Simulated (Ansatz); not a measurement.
`C[N](C)[In]([CH3])[Br]` + H₂ → `C[N](C)[InH][Br]` + CH₄  (hydrogenolysis of the In–C bond)

Computed with Ansatz on PBE0-D4/def2-TZVP structures; ΔE is electronic, products minus reactants. CCSD(T)/CBS adds triple-zeta CCSD(T) − MP2 to the extrapolated MP2 energy (def2 sets, frozen cores). This one scheme is used for every species. Functionals use def2-TZVPP. def2 core potentials past Kr. For Br, In outer-core shells are correlated without core-valence functions, which leaves a few kJ/mol of doubt a bond. Scalar relativity is left out up to krypton. One conformer a species, not always the lowest.

`C[N](C)[In]([CH3])[Br]`:

Cartesian coordinates in Å:
```
C 1.087 0.811 1.123
N 0.059 -0.147 0.816
C -0.384 -0.890 1.965
In -0.662 -0.402 -1.036
C -0.138 0.589 -2.846
Br -2.412 -2.174 -1.036
H 0.745 1.553 1.862
H 1.982 0.328 1.545
H 1.401 1.360 0.231
H -1.162 -1.605 1.692
H -0.795 -0.226 2.741
H 0.443 -1.452 2.426
H 0.346 -0.123 -3.513
H -1.046 0.958 -3.322
H 0.537 1.420 -2.647
```

H₂:

Cartesian coordinates in Å:
```
H -0.279 0.159 0.190
H 0.279 -0.159 -0.190
```

`C[N](C)[InH][Br]`:

Cartesian coordinates in Å:
```
C 0.428 1.437 0.202
N 0.015 0.068 0.032
C 0.181 -0.411 -1.316
In -0.712 -1.038 1.527
Br -1.276 -3.318 0.737
H 0.289 1.769 1.235
H -0.147 2.117 -0.444
H 1.490 1.574 -0.050
H -0.142 -1.449 -1.404
H 1.233 -0.356 -1.634
H -0.406 0.187 -2.029
H -0.952 -0.581 3.143
```

CH₄:

```xyz
5

C     0.000    0.000    0.000
H    -0.927   -0.287   -0.495
H     0.791    0.105   -0.742
H     0.279   -0.767    0.722
H    -0.142    0.949    0.516
```

```
         level  ΔE (eV)
      BHLYP-D4    -0.49
          BLYP    -0.49
         BHLYP    -0.56
CCSD/CBS(def2)    -0.41
```

(1) What does CCSD(T)/CBS give? (An estimate is asked.)

Largest T1 diagnostic among the species: 0.014.

Answers

(1) Computed: -0.36 eV. The listed levels differ from it by -0.13, -0.13, -0.20, -0.05 eV.

Leaving LDA and LC-ωPBE aside and taking each functional with its dispersion term where it has one, the values, not all of them listed here, spread over 0.21 eV, from B97M-V to revPBE-D4. From BLYP to BHLYP (50 % exact exchange), in def2-TZVPP and without D4, ΔE moves by −0.08 eV. In def2-TZVPP, CCSD(T) changes the Hartree–Fock value by +0.29 eV (the triples alone add +0.05 eV) and MP2 by +0.38 eV.
